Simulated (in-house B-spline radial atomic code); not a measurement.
The numbers below are computed, except where a source is named.
## Two electrons in Si: a parabolic dot with ħω = 30.1 meV in all three directions with an ionised donor at its centre

For Si the NSM archive of the Ioffe Institute lists m_l = 0.98 m0, m_t = 0.19 m0 and ε = 11.7; the model takes one isotropic valley with the conductivity mass 3/(1/m_l + 2/m_t) = 0.26 m0, and so misses anisotropy and the other valleys. All triplets below are those of one valley; with several valleys two electrons can form a triplet in the 1s orbital itself, at an energy set by the valley splitting. Real donors also feel a central-cell potential, which shifts the ground state.

Effective-mass model with parabolic bands, a uniform dielectric constant, no image charges, no central-cell or spin-orbit terms. Two-electron levels come from full CI in B-splines with partial waves to l = 5 (up to 0.001 effective hartree above the limit).

Problem. What are the effective units, and what is the potential in them?

Solution. Ha* = 27211.386 meV × 0.26/11.7² = 51.68 meV and a* = 0.0529177 nm × 11.7/0.26 = 2.381 nm. The frequency is ω = 0.582 Ha*, with −1/r added.

In these units the lowest s and p orbitals lie at -0.1924 and 0.8413, and their Coulomb and exchange integrals are J_ss = 0.8684, J_sp = 0.6029 and K_sp = 0.09538. Full CI gives 0.3895 for the ground singlet, 1.1343 for the sp triplet, 1.2771 for the sp singlet and 1.5245 for the lowest triplet of two s orbitals.

Problem. What does it cost to add the second electron, to first order and exactly?

Solution. To first order E = 2ε_s + J_ss = 0.4835, so the charging energy E(2) − 2E(1) is J_ss = 44.88 meV. CI gives 0.3895 − 2 × (-0.1924) = 0.7744, or 40.03 meV: relaxation and correlation lower it by 4.858 meV, 10.8 % of J_ss. The s² configuration of one-electron orbitals holds 95.5 % of the state, and the mean radius is 2.85 nm.

Problem. How far above the singlet do the triplets lie?

Solution. To first order the sp triplet lies at ε_s + ε_p + J_sp − K_sp = 1.1564, which is 34.78 meV above 2ε_s + J_ss. CI gives 1.1343 − (0.3895) = 0.7448, or 38.49 meV, 72 % of the orbital spacing of 53.43 meV. The ss triplet lies 58.66 meV up, so the lower of the two is the sp one, and its gap equals k_BT at 447 K. The sp singlet-triplet splitting is 7.379 meV, against 2K_sp = 9.859 meV.
